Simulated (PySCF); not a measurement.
# BI: mean field, correlation and small terms against distance

State: ¹Σ⁺, singlet, closed shell. RHF-based CCSD(T) in PySCF 2.14 with B cc-pVTZ, I cc-pVTZ-PP with ECP28 and B cc-pVQZ, I cc-pVQZ-PP with ECP28 (frozen core orbitals: 10; scalar-relativistic core potentials). Correlation energies are extrapolated as n⁻³ (n = 3, 4), Hartree–Fock as (n+1)·exp(−9√n). CV is the change on freezing 4 orbitals instead, in B cc-pwCVTZ, I cc-pwCVTZ-PP with ECP28. All energies in eV from B + I.

| R (Å) | HF/CBS | CCSD corr. | (T) | CV | total |
| --- | --- | --- | --- | --- | --- |
| 1.8915 | -1.585 | -1.304 | -0.2113 | -0.1277 | -3.227 |
| 1.9774 | -1.958 | -1.289 | -0.2127 | -0.1004 | -3.560 |
| 2.0634 | -2.147 | -1.277 | -0.2144 | -0.0789 | -3.717 |
| 2.1494 | -2.205 | -1.265 | -0.2162 | -0.0607 | -3.748 |
| 2.2354 | -2.172 | -1.255 | -0.2180 | -0.0484 | -3.693 |
| 2.3428 | -2.043 | -1.243 | -0.2204 | -0.0353 | -3.541 |
| 2.4503 | -1.852 | -1.231 | -0.2227 | -0.0253 | -3.331 |

A fit to the total gives Re = 2.1328 Å, De = 3.750 eV, ωe = 578.4 cm⁻¹, Be = 0.3658 cm⁻¹ (masses 11.0093 and 126.9045 u).

Problem. At R = 2.1494 Å the CCSD correlation energy is -0.237685 hartree in the smaller basis and -0.258071 in the larger. Extrapolate it.

Solution. (4³·E4 − 3³·E3)/(4³ − 3³) = -0.27295 hartree; the larger basis holds 94.5 % of it.

The T1 diagnostic is 0.023, large enough to doubt a single reference. The open-shell atoms are computed with UHF. Spin–orbit coupling, excitations beyond (T) and corrections to the Born–Oppenheimer picture are left out, and spin–orbit coupling matters for open p, d or f shells this heavy.
